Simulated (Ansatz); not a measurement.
```yaml
crystal:
  periodic: [false, false, false]
  atoms:
    - {symbol: N, position_ang: [-1.100412, 0.406783, 1.426533]}
    - {symbol: B, position_ang: [-0.193757, 0.068547, 0.421597]}
    - {symbol: C, position_ang: [0.668420, -0.985398, -0.293159]}
    - {symbol: C, position_ang: [0.602234, 0.481634, -0.852512]}
    - {symbol: Br, position_ang: [-0.380477, 0.783497, -2.526168]}
    - {symbol: H, position_ang: [-1.408984, -0.260823, 2.121229]}
    - {symbol: H, position_ang: [-1.587463, 1.341084, 1.381513]}
    - {symbol: H, position_ang: [0.191846, -1.711916, -0.821573]}
    - {symbol: H, position_ang: [1.728925, -1.230177, 0.063233]}
    - {symbol: H, position_ang: [1.503485, 1.104639, -0.820660]}
basis:
  gaussian: {orbitals: cc-pVTZ, fitting: {mean_field: cc-pVTZ-jkfit}}
magnetization: {spin_polarized: true, initial_magnetization: 2}
hamiltonian: {xc: {name: BLYP}}
```

```sh
$ ansatz run in.yaml --threads 4 --pin off --events-out ev --progress --plain --max-ram 10444MiB
```

Shortened log:

```
Functional definition: BLYP
673 factors; integrals over basis functions are off by at most 6.9e-1 eV
mean field evaluation 1: about -74336.5384 eV, gradient 7.7e1 eV
mean field evaluation 2: about -74106.8673 eV, gradient 2.0e2 eV
mean field evaluation 4: about -74344.2637 eV, gradient 5.4e1 eV
mean field evaluation 8: about -74365.8743 eV, gradient 1.2e0 eV
mean field evaluation 16: about -74365.8817 eV, gradient 1.4e-3 eV
mean field -74365.88167793 eV, -2732.8957446591 hartree, gradient 4.5e-5 eV, S^2 2.003276; 6 other end points of the search recorded, 0 dependent functions left out
reference -74365.88203781 eV, -2732.8957578843 hartree; 33, 31 occupied and 200, 202 virtual orbitals, 673 factors
Total energy: -74365.88203781 eV, -2732.8957578843 hartree
```

Hardware: 4 threads of an Intel Xeon 6975P-C on a shared host. Wall time 4.2 s, peak host memory 0.53 GiB.
